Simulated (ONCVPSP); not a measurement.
## u(r) = r·R(r): atom against pseudo-atom (lithium (Li))

Columns: radius, all-electron u(r) and pseudo u(r) of the 2s shell (level -2.75 eV) of lithium in the configuration [He] 2s1; BLYP, scalar-relativistic, ONCV scheme, ONCVPSP 4.0.1.

| r (bohr) | all-electron | pseudo |
| --- | --- | --- |
| 0.180 | -0.1751 | 0.0378 |
| 0.360 | -0.1905 | 0.0752 |
| 0.540 | -0.1365 | 0.1122 |
| 0.720 | -0.0551 | 0.1493 |
| 0.900 | 0.0337 | 0.1871 |
| 1.080 | 0.1201 | 0.2258 |
| 1.260 | 0.1994 | 0.2645 |
| 1.440 | 0.2693 | 0.3023 |
| 1.620 | 0.3290 | 0.3382 |
| 1.800 | 0.3786 | 0.3717 |
| 1.980 | 0.4192 | 0.4030 |
| 2.160 | 0.4519 | 0.4323 |
| 2.340 | 0.4774 | 0.4593 |
| 2.520 | 0.4959 | 0.4826 |
| 2.700 | 0.5082 | 0.5004 |
| 2.880 | 0.5148 | 0.5115 |
| 3.060 | 0.5167 | 0.5158 |
| 3.240 | 0.5143 | 0.5142 |
| 3.420 | 0.5085 | 0.5085 |
| 3.600 | 0.4997 | 0.4997 |
| 3.780 | 0.4885 | 0.4885 |
| 3.960 | 0.4754 | 0.4754 |
| 4.140 | 0.4608 | 0.4608 |
| 4.320 | 0.4450 | 0.4450 |
| 4.500 | 0.4283 | 0.4283 |
| 4.680 | 0.4111 | 0.4111 |

Q: How many radial nodes do the two functions have?

A: The all-electron 2s function has n − l − 1 = 1; the pseudo-wave has 0, since the states of the same l below it are removed with the core.

Q: At about which radius was the pseudo-wave matched?

A: 3.45 bohr. The columns agree to 0.0005 from 3.24 bohr on; several derivatives are matched, so the curves merge somewhat inside the radius.

Q: Is the pseudo-wave norm-conserving?

A: Yes: the ONCV scheme keeps the norm inside the radius equal to the all-electron one, which fixes the energy derivative of the logarithmic derivative at the level.
